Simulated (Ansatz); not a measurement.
A nudged elastic band was laid between two geometries of AsB$_{2}$H$_{6}$N (10 atoms, charge 0, multiplicity 1).

These are results of RKS r2SCAN-D4/def2-SVP in Ansatz, not measurements.

| Quantity | Value |
| --- | --- |
| movable images | 7 |
| climbing image | yes |
| spring | 5.0 eV/Å² |
| optimiser | quadratic models (default) |
| start path | through a guess of the saddle point |
| force threshold | 0.05 eV/Å |
| iteration limit | 60 |
| end points | relaxed |

Image 0:

```xyz
10
Properties=species:S:1:pos:R:3
B -1.578 0.537 -0.641
As -0.123 -0.259 0.355
B 0.922 -1.590 -0.588
N 0.971 0.939 1.260
H -2.167 -0.181 -1.407
H -1.888 1.685 -0.447
H 2.103 -1.680 -0.385
H 0.304 -2.342 -1.297
H 0.719 0.955 2.249
H 0.818 1.884 0.904
```

Image 8:

```xyz
10
Properties=species:S:1:pos:R:3
B -1.657 0.554 -0.780
As -0.246 -0.154 0.344
B 0.881 -1.506 -0.459
N 0.654 1.206 1.233
H -2.220 -0.243 -1.484
H -1.978 1.709 -0.687
H 2.047 -1.579 -0.164
H 0.347 -2.277 -1.215
H 1.642 1.193 0.975
H 0.612 1.046 2.240
```

Problem. What changes between the two ends?

Solution. No bond is made or broken. The dihedral B3–As2–N4–H9 goes from -124 to 15°. The two ends are copies of one structure, up to a mirror image or an exchange of like atoms.

Problem. Give the energies along the band, and the barrier.

Solution. The forces met the threshold. The highest image is number 4 of 0 to 8, 1.5 kJ/mol above the ends, which have the same energy within 2 meV. A vibrational analysis at the climbing image gives one clearly imaginary mode, 102i cm⁻¹: a first-order saddle point.

```csv
image,path coordinate (Å),energy (kJ/mol),dihedral B3–As2–N4–H9 (°)
0,0.00,0.0,-124
1,0.36,0.1,-107
2,0.71,0.6,-92
3,1.07,1.2,-75
4,1.43,1.5,-59
5,1.81,1.3,-41
6,2.19,0.7,-22
7,2.57,0.2,-4
8,2.96,0.0,15
```

Problem. What is the geometry of the highest image?

Solution. 
```xyz
10
Properties=species:S:1:pos:R:3
B -1.564 0.566 -0.791
As -0.169 -0.173 0.320
B 0.892 -1.560 -0.502
N 0.875 1.137 1.129
H -2.163 -0.232 -1.463
H -1.855 1.732 -0.721
H 2.067 -1.659 -0.264
H 0.279 -2.349 -1.172
H 1.460 0.698 1.842
H 0.263 1.789 1.624
```

Problem. What are the harmonic wavenumbers there?

Solution. 102i, 44, 168, 194, 383, 467, 589, 631, 660, 674, 708, 764, 845, 858, 1012, 1115, 1126, 1564, 2587, 2594, 2715, 2718, 3497, 3596 cm⁻¹.

The run took 3.7 min on 2 threads of Intel(R) Xeon(R) Platinum 8488C (Sapphire Rapids), on a shared host, peak memory 0.19 GiB.
